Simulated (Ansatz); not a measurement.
`[SiH3][SiH2][SiH2][SiH2][GeH3]` + `OCF` → `FCO[SiH2][SiH3]` + `[SiH3][SiH2][GeH3]`  (cleavage of the Si–Si bond)

Gas-phase electronic energies from Ansatz, PBE0-D4/def2-TZVP geometries. CBS: MP2 limit from def2 TZ/QZ plus the TZ coupled-cluster correction, frozen cores. DFT in def2-TZVPP. B3LYP here is the variant with VWN-RPA as its local correlation; programs differ in this. For Ge outer-core shells are correlated without core-valence functions, which leaves a few kJ/mol of doubt a bond. Scalar relativity is left out up to krypton. Each species was taken in one conformer, which may not be the lowest.

`[SiH3][SiH2][SiH2][SiH2][GeH3]`:

Cartesian coordinates in Å:
```
Si 1.656 -1.033 1.785
Si 0.453 -1.918 -0.015
Si 0.476 -0.396 -1.791
Si -0.174 1.697 -0.978
Ge -2.195 1.485 0.262
H 1.689 -1.979 2.933
H 3.052 -0.739 1.366
H 1.020 0.236 2.231
H -0.959 -2.144 0.405
H 1.034 -3.227 -0.427
H 1.846 -0.325 -2.373
H -0.467 -0.831 -2.860
H -0.367 2.669 -2.090
H 0.890 2.222 -0.078
H -3.296 0.866 -0.615
H -2.686 2.851 0.770
H -1.974 0.565 1.475
```

`OCF`:

Cartesian coordinates in Å:
```
O 1.001 0.406 0.061
C -0.281 -0.057 0.193
F -0.388 -1.359 -0.255
H 1.197 0.535 -0.872
H -1.008 0.526 -0.384
H -0.521 -0.051 1.257
```

`FCO[SiH2][SiH3]`:

Cartesian coordinates in Å:
```
F -0.731 2.261 -0.328
C -0.896 1.485 0.800
O 0.300 0.950 1.195
Si 1.227 -0.067 0.255
Si -0.091 -1.596 -0.947
H -1.271 2.133 1.595
H -1.629 0.710 0.541
H 2.072 0.714 -0.686
H 2.110 -0.772 1.216
H -0.952 -0.906 -1.945
H -0.960 -2.384 -0.032
H 0.821 -2.529 -1.664
```

`[SiH3][SiH2][GeH3]`:

Z-matrix (Å, degrees):
```
Si
Si 1 2.337
H 1 1.488 2 109.7
H 1 1.488 2 111.3 3 120.4
H 1 1.488 2 109.7 3 -119.2
Ge 2 2.380 1 110.4 3 59.6
H 2 1.490 1 109.9 3 -179.8
H 2 1.490 1 109.9 3 -61.0
H 6 1.538 2 110.2 1 -59.7
H 6 1.538 2 110.2 1 59.6
H 6 1.538 2 111.3 1 179.9
```

```
             level  ΔE (kcal/mol)  difference from CCSD(T)/CBS
           PBE0-D4           -9.0                          4.1
           ωB97M-V          -14.3                         -1.2
            B2PLYP          -15.8                         -2.7
               PBE           -9.8                          3.3
            r2SCAN          -13.0                          0.1
              PBE0          -10.7                          2.4
             B3LYP          -16.3                         -3.2
     HF/def2-TZVPP          -21.1                         -8.0
    MP2/def2-TZVPP          -14.0                         -0.9
SCS-MP2/def2-TZVPP          -16.0                         -2.9
CCSD(T)/def2-TZVPP          -13.4                         -0.3
     HF/def2-QZVPP          -21.6                         -8.5
    MP2/def2-QZVPP          -14.0                         -0.9
SCS-MP2/def2-QZVPP          -16.0                         -2.9
     MP2/CBS(def2)          -13.7                         -0.6
    CCSD/CBS(def2)          -14.2                         -1.1
       CCSD(T)/CBS          -13.1                            0
```

Largest T1 diagnostic among the species: 0.013.

The D4 term adds +2.8 kcal/mol with B3LYP and +1.7 kcal/mol with PBE0; it sums over pairs of atoms, weighted by their polarisabilities, and B3LYP, whose exchange is more repulsive, gets the larger term. In def2-TZVPP, CCSD(T) changes the Hartree–Fock value by +7.7 kcal/mol (the triples alone add +1.1 kcal/mol) and MP2 by +7.1 kcal/mol.
